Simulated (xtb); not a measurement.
C4H4F2O2, SMILES O=C1COC(F)(F)C1. All values are semi-empirical tight-binding results from xtb (GFN2-xTB unless named), good for trends rather than for accurate numbers. Coordinates come from a GFN2-xTB optimisation. Other conformers were not sampled.

Computed properties:
```json
{
  "orbital_gap": "4.06 eV",
  "dipole_moment": "1.53 D",
  "zero_point_energy": "48.6 kcal/mol",
  "G − E(el) at 298.15 K (modified RRHO)": "28.6 kcal/mol",
  "static polarisability (D4 model)": "55.1 bohr³",
  "solvation energy, GFN2-xTB/ALPB(water)": "-4.6 kcal/mol",
  "solvation energy, GFN2-xTB/ALPB(dmf)": "-7.7 kcal/mol"
}
```

Problem. Give the IR lines (harmonic; lines under 4 % of the strongest left out, lines within 3 cm⁻¹ merged). (Estimate from the structure and the level; the computed values follow.)

Solution. ν (cm⁻¹): 91 (w), 409 (w), 852 (w), 900 (m), 1012 (m), 1041 (m), 1084 (w), 1108 (m), 1127 (m), 1136 (m), 1166 (s), 1244 (m), 1255 (w), 1383 (w), 1417 (w), 1829 (vs) (against the strongest line: vs over 80 %, s over 45 %, m over 15 %, w over 4 %, vw less)
